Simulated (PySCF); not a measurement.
## Polarisability and C₆ of Rh³⁺ (rhodium, charge +3)

[Kr] 4d6, high-spin 5D determinant. All numbers are calculated (PySCF 2.14, the spin-free X2C one-electron Hamiltonian (Gaussian nucleus), in aug-cc-pwCVTZ-DK (11s10p8d4f3g, 136 functions)). Coupled (time-dependent) response in atomic units; α is the mean over directions.

```csv
method,mean α (bohr³),"α xx, yy, zz",C₆ (like pair),S(−4)
UHF,4.427,"4.554, 4.554, 4.172",20.18,3.661
```

S(−4) is the Cauchy moment in α(ω) = α(0) + S(−4) ω² + …

Spin-orbit coupling is absent.

α(iu) at UHF:

| u (hartree) | α(iu) (bohr³) |
| --- | --- |
| 0 | 4.427 |
| 0.0500 | 4.418 |
| 0.100 | 4.391 |
| 0.200 | 4.288 |
| 0.300 | 4.135 |
| 0.500 | 3.744 |
| 0.750 | 3.228 |
| 1.00 | 2.763 |
| 1.50 | 2.034 |
| 2.00 | 1.529 |
| 3.00 | 0.9267 |
| 5.00 | 0.4330 |

For an ion, C₆ is the dispersion term alone; charge-induced terms of lower order in 1/R come first.

The components differ because the open shell of this determinant is not spherical; for a pure term their mean is the scalar polarisability.
